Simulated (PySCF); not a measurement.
HSi, SMILES [SiH] (connectivity only; charge and spin as stated), charge +1, multiplicity 1.

The structure is a stationary point at PBE-D3(BJ)/def2-TZVPD.

Vertical ionisation energy (IE) and electron affinity (EA) in eV. Rows of orbital energies are one-electron estimates. Where ΔSCF, EOM or ADC give a negative EA the extra electron is unbound and the value depends on the basis.

```tsv
level	IE	EA
−ε(HOMO), −ε(LUMO), CAM-B3LYP/def2-TZVPD (PySCF)	16.74	9.34
−ε(HOMO), −ε(LUMO), r2SCAN/def2-TZVPD (PySCF)	14.48	11.32
EOM-CCSD/aug-cc-pVDZ (PySCF)	18.38	7.73
ADC(3)/aug-cc-pVDZ (PySCF)	18.20	7.85
```

Beyond the first one, list the lowest photoelectron lines from ADC(3)/aug-cc-pVDZ run with PySCF 2.14.0 with their pole strengths (two spins summed). (The exact figures need the calculation; the answer reports its results.)

24.06 eV (1.42).
